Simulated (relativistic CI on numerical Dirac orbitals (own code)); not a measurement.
A reference radial Dirac CI calculation of Ho IV gave the lowest total energy -12599.92463 Ha in 28 SCF steps, from this input:

```
atom Ho  Z=67  charge=3  electrons=64
nucleus A=165  rms_radius_fm=5.2022
hamiltonian dirac-coulomb  breit=on  qed=on  c_scale=1
orbitals kli  potential=per-configuration
slater_scale 1
correlation none
mixing on
grid step=0.0125 r_max=50.3
scf mixing=0.4 start=green max_iterations=150 tolerance=2e-08 node_fill=0.05
configurations
  [Xe] 4f10
  [Kr] 4d10 4f12 5s2 5p4
end
```

One setting was then changed, and the output read:

```
SCF 1: [Xe] 4f10
 iter      energy (Ha)   residual   last orbital (Ha)
    1    -12581.012613   3.19e+00     -4.17499
    2    -12617.709869   7.81e-01     -2.70108
    3    -12619.566155   2.46e-01     -2.36901
    4    -12619.896943   1.76e-01     -2.36882
    5    -12619.973657   3.44e-02     -2.30403
    6    -12619.986538   1.36e-02     -2.31696
    7    -12619.984734   5.15e-03     -2.32144
    8    -12619.983351   5.32e-04     -2.32186
    9    -12619.983519   1.56e-04     -2.32190
   10    -12619.983484   7.74e-06     -2.32189
   11    -12619.983485   7.66e-07     -2.32189
   12    -12619.983485   1.07e-07     -2.32189
   13    -12619.983485   2.75e-08     -2.32189
   14    -12619.983485   1.30e-09     -2.32189
SCF 2: [Kr] 4d10 4f12 5s2 5p4
 iter      energy (Ha)   residual   last orbital (Ha)
    1    -12570.619735   3.56e+00     -4.17499
    2    -12616.236265   7.29e-01     -2.59496
    3    -12617.590106   2.56e-01     -2.27392
    4    -12617.905159   2.76e-01     -2.27056
    5    -12618.100188   1.26e-02     -2.17794
    6    -12618.085372   3.49e-02     -2.18079
    7    -12618.097916   8.80e-04     -2.18551
    8    -12618.097961   6.85e-04     -2.18542
    9    -12618.098229   3.20e-04     -2.18541
   10    -12618.098175   5.36e-05     -2.18532
   11    -12618.098169   2.27e-05     -2.18531
   12    -12618.098164   1.44e-07     -2.18530
   13    -12618.098164   3.19e-08     -2.18530
   14    -12618.098164   4.50e-09     -2.18530
orbital energies (Ha): 4p3/2 -12.3353  4d3/2 -7.6279  4d5/2 -7.3618  5s -3.3186  4f5/2 -1.7164  4f7/2 -1.6780  5p1/2 -2.5229  5p3/2 -2.3219
configuration averages (Ha): Dirac-Coulomb, Breit, QED
  4f10 5p6                    -12619.983485   12.147633    8.172663
  4f12 5p4                    -12618.098164   12.135157    8.171332
levels: no., configuration, term, J, E (cm-1), weight
   1 4f10 5p6               5I   8                0.0  0.96
   2 4f10 5p6               5I   7             4931.9  0.98
   3 4f10 5p6               5I   6             8616.7  0.98
   4 4f10 5p6               5I   5            11435.7  0.96
   5 4f10 5p6               5I   4            13630.4  0.95
   6 4f10 5p6               5F   5            23565.0  0.86
   7 4f10 5p6               5S   2            26668.9  0.83
   8 4f10 5p6               5F   4            26703.3  0.94
   9 4f10 5p6               3K   8            27098.8  0.82
  10 4f10 5p6               5F   3            28727.7  0.93
  11 4f10 5p6               5F   2            29503.7  0.78
  12 4f10 5p6               5F   1            30601.8  0.86
  13 4f10 5p6               3K   7            31910.0  0.90
  14 4f10 5p6               3H   6            33055.5  0.57
lowest total energy -12599.969227 Ha
end: converged
```

(1) Which setting was changed?
A. Slater scale
B. charge
C. QED terms
D. Breit term

Results:

(1) A. The Slater scale 1.2.
